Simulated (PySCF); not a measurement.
**CH3F3OSi**

The system: CH3F3OSi, a small molecule; neutral, singlet. The structure, one conformer, was relaxed in the gas phase by PBE0-D3(BJ)/def2-SVP. No frequency run checks that it is a minimum.

SMILES: CO[Si](F)(F)F

Coordinates in Å:
```
Si1     1.245   -0.208   -0.144
F2      1.728    1.313   -0.072
F3      1.494   -0.835    1.304
O4     -0.299   -0.333   -0.594
C5     -1.422    0.166    0.099
F6      2.149   -0.980   -1.201
H7     -1.372    1.262    0.208
H8     -2.320   -0.088   -0.480
H9     -1.509   -0.289    1.099
```

Shieldings: GIAO PBE0/pcSseg-2. Shifts are against computed references at the same level: C TMS (σ 184.1 ppm), H TMS (σ 31.24 ppm), Si TMS (σ 341.3 ppm). Core levels by delta-SCF with SCAN, pcX-2 on the ionised atom and pcseg-1 elsewhere, spin-free X2C (2p3/2 is the spin-free 2p value less a third of a first-order spin-orbit splitting); from the vacuum level, for chosen atoms.

(1) Give the NMR and core-level values of the distinct atoms.

(2) By CAM-B3LYP/def2-SVPD (TDDFT singlets, Tamm-Dancoff triplets, ionisation by delta-SCF), where does absorption start, and what does vertical ionisation take?

## Answers

(1) 
```tsv
atoms	bonded to	σ (ppm)	δ (ppm)	core level (eV)
Si1	3 F + 1 O	442.2	-101.0	2p3/2 110.68
F2	1 Si	341.2	-	1s 693.61
F3	1 Si	341.4	-	1s 693.61
O4	1 C + 1 Si	310.7	-	1s 539.57
C5	1 O + 3 H	129.6	54.5	-
F6	1 Si	344.2	-	1s 693.70
H7 H8 H9	1 C	27.47	3.78	-
```

Values are those of this one static structure, with the three H of a rotating XH3 group averaged; atoms that internal rotation interchanges would show their mean in an NMR spectrum.

(2) The first singlet with intensity lies at 8.79 eV (f 0.001); what lies below it is dark. The lowest singlet lies at 8.24 eV (f 0.001), the strongest of the first 6 at 10.13 eV (f 0.053), the lowest triplet at 7.91 eV; vertical ionisation takes 12.21 eV.
